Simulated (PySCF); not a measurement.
Species: C5H5F3N (charge -1).
Numbering: `[CH3:1][C-:2]([C:3]#[N:4])[CH2:5][C:6]([F:7])([F:8])[F:9]` (hydrogens: H10, H11, H12 on C1; H13, H14 on C5)

Structure optimised with GFN2-xTB, isolated species.

Problem. List the bond lengths, angles and torsions at this level.

Solution. 
```json
{"bond": "C1–C2", "length (Å)": "1.506"}
{"bond": "C2–C3", "length (Å)": "1.358"}
{"bond": "C3≡N4", "length (Å)": "1.172"}
{"bond": "C2–C5", "length (Å)": "1.494"}
{"bond": "C5–C6", "length (Å)": "1.533"}
{"bond": "C6–F7", "length (Å)": "1.341"}
{"bond": "C6–F8", "length (Å)": "1.377"}
{"bond": "C6–F9", "length (Å)": "1.350"}
{"bond": "C1–H10, C1–H11", "length (Å)": "1.095"}
{"bond": "C1–H12", "length (Å)": "1.104"}
{"bond": "C5–H13, C5–H14", "length (Å)": "1.098"}
```

Bonds in one row agree within 0.01 Å and their mean is given. A selection of angles:
```json
{"angle": "C1–C2–C3", "degrees": "120.6"}
{"angle": "C1–C2–C5", "degrees": "117.4"}
{"angle": "C3–C2–C5", "degrees": "119.2"}
{"angle": "C2–C3–N4", "degrees": "174.1"}
{"angle": "C2–C5–C6", "degrees": "115.7"}
{"angle": "C5–C6–F7", "degrees": "114.9"}
{"angle": "C5–C6–F8", "degrees": "112.2"}
{"angle": "C5–C6–F9", "degrees": "114.3"}
{"angle": "F7–C6–F8", "degrees": "104.6"}
{"angle": "F8–C6–F9", "degrees": "103.8"}
```

Torsions: C1–C2–C5–C6 70° (synclinal); C2–C5–C6–F7 56° (synclinal). The mirror-image conformer, all signs reversed, is as good.

The 4 C–C bonds span 1.358 Å (C2–C3, drawn single) to 1.533 Å (C5–C6, drawn single), a spread of 0.175 Å. Of the pairs four or more bonds apart, C1···F9 is among the closest relative to their van der Waals radii: 3.11 Å, 98 % of the sum of Bondi's values. C2 (carbon bonded to 3 C) is almost planar (angles 120.6°, 119.2° and 117.4°, sum 357.2°, 0.14 Å off the plane of its three neighbours). The 3 C–F bonds span 1.341 Å (C6–F7, drawn single) to 1.377 Å (C6–F8, drawn single), a spread of 0.036 Å.

Point group: C1 (no symmetry element, even within 0.4 Å). Stationary, but not proved a minimum.

The numbers are calculated, not measured.
